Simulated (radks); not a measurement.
Results of a calculation; reference values are marked as such.
Ho, configuration [Xe] 4f11 6s2 (the NIST ground configuration). Level of theory: scalar-relativistic Kohn-Sham, r2SCAN, spin-unpolarised, spherical densities, finite nucleus; meta-GGA in the generalised Kohn-Sham scheme; Fermi nuclear charge, rms radius 5.2022 fm; hard spherical wall at 15 bohr (a radial shooting solver on a logarithmic mesh with Libxc functionals).

Unscreened Slater integrals over Kohn-Sham orbitals (cm^-1). Empty in this configuration: 6p.

integral    value
F0(4f,4f)  245810
F2(4f,4f)  113150
F4(4f,4f)   70343
F6(4f,4f)   50433
F0(4f,6s)   62696
G3(4f,6s)  1959.5
F0(4f,5p)  155760
F2(4f,5p)   53206
G2(4f,5p)   29303
G4(4f,5p)   22065
F0(4f,5s)  177000
G3(4f,5s)   34004
F0(4f,6p)   48548
F2(4f,6p)  4346.9
G2(4f,6p)  1126.1
G4(4f,6p)  978.08
F0(6s,6s)   48048
F0(6s,5p)   60598
G1(6s,5p)  3808.2
F0(6s,5s)   61357
G0(6s,5s)  1931.3
F0(6s,6p)   41283
G1(6s,6p)   25478
F0(5p,5p)  130580
F2(5p,5p)   69993
F0(5p,5s)  140730
G1(5p,5s)   93433
F0(5p,6p)   47393
F2(5p,6p)  8239.0
G0(5p,6p)  1458.6
G2(5p,6p)  1874.8
F0(5s,5s)  154280
F0(5s,6p)   47821
G1(5s,6p)  2317.5
F0(6p,6p)   37181
F2(6p,6p)   20290

Derived for the open shells (J is the average intra-shell exchange parameter used in DFT+U). 4f: F4/F2 = 0.622, F6/F2 = 0.446, J = (286 F2 + 195 F4 + 250 F6)/6435 = 9120 cm^-1.
